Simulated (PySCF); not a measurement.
WO3, SMILES [O]=[W](=[O])=[O], multiplicity 1.

Geometry optimised at PBE-D3(BJ)/def2-TZVP. The geometry has at least one imaginary mode, so it is a saddle point at that level. The spin state was assumed, not searched. The isomer is the one that the SMILES or the coordinates give; other isomers of the formula were not compared. The def2 effective core potentials stand for the cores of W; spin–orbit coupling is left out.

Level of theory: HF/def2-TZVPD (PySCF).

Symmetry labels are those of the subgroup C2v that the program uses (full group D3h).

Computed valence orbital energies around the gap with their symmetry:
```tsv
orbital	symmetry	energy (eV)
HOMO−7	B1	-17.38
HOMO−6	A1	-16.50
HOMO−5	B2	-15.41
HOMO−4	A2	-15.41
HOMO−3	B1	-13.86
HOMO−2	B1	-13.78
HOMO−1	A1	-13.78
HOMO	B2	-12.97
LUMO	A1	-2.68
LUMO+1	B2	0.80
LUMO+2	A2	0.80
LUMO+3	B2	1.05
```
